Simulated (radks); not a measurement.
Species: Ni. Configuration: [Ar] 3d8 4s1 4p1 (not the ground configuration).

Method: scalar-relativistic Kohn-Sham, OLYP, spin-unpolarised, spherical densities, point nucleus; computed with a radial shooting solver on a logarithmic mesh with Libxc functionals.

Energy parts (hartree):
part                       energy
total                 -1521.00143
kinetic                1542.18165
electron-nucleus      -3648.91999
Hartree                 649.60941
exchange-correlation    -63.87249

Orbitals (lengths in bohr, moments of r in powers of bohr; r(max) is where P^2 peaks):
| orbital | occ. | eigenvalue (hartree) | <r^2> | <r> | r(max) |
|---|---|---|---|---|---|
| 1s | 2 | -301.8245 | 0.003937 | 0.05410 | 0.03541 |
| 2s | 2 | -36.19251 | 0.07073 | 0.2448 | 0.2045 |
| 2p | 6 | -31.15669 | 0.05684 | 0.2152 | 0.1648 |
| 3s | 2 | -4.16550 | 0.6322 | 0.7398 | 0.6394 |
| 3p | 6 | -2.70625 | 0.7142 | 0.7778 | 0.6471 |
| 3d | 8 | -0.40142 | 1.315 | 0.9904 | 0.6300 |
| 4s | 1 | -0.24113 | 8.702 | 2.730 | 2.199 |
| 4p | 1 | -0.06849 | 21.81 | 4.210 | 3.037 |

The highest occupied level is 4p at -1.864 eV. The density falls to 0.001 e/bohr^3 at r = 4.54 bohr. Summed over all electrons, <r^2> = 47.07 bohr^2, which gives a Langevin (diamagnetic) susceptibility term of -37.3 x 10^-6 cm^3/mol.
